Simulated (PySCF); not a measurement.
## Xe⁺ (xenon, charge +1): UHF calculation

Configuration: [Kr] 4d10 5s1 5p6, 2S determinant (an excited configuration). Computed with PySCF 2.14 in aug-cc-pVQZ-PP with one added diffuse shell each of s, p, d, f, g type with ECP28MDF (8s8p6d4f3g, 117 functions), with a scalar-relativistic core potential.

```json
{"Total energy": "-327.330724 hartree", "One-electron energy": "-560.4852 hartree", "Hartree (Coulomb) energy": "255.3599 hartree", "Exchange energy": "-22.2054 hartree", "⟨S²⟩": "0.7632", "⟨L²⟩": "0.000", "Sum of ⟨r⟩": "29.92 bohr", "Sum of ⟨r²⟩": "50.67 bohr²"}
```

| shell | electrons | mean orbital energy (hartree) | rms radius, mean of both spins (bohr) |
| --- | --- | --- | --- |
| 4s α | 1 | -8.84362 | 0.768 |
| 4s β | 1 | -8.81559 | 0.768 |
| 4p α | 3 | -6.57585 | 0.819 |
| 4p β | 3 | -6.56052 | 0.819 |
| 4d α | 5 | -3.10309 | 0.932 |
| 4d β | 5 | -3.08925 | 0.932 |
| 5s α | 1 | -1.43178 | 1.95 |
| 5p α | 3 | -0.84139 | 2.34 |
| 5p β | 3 | -0.73010 | 2.34 |

Energies and moments cover only the electrons outside the core potential.
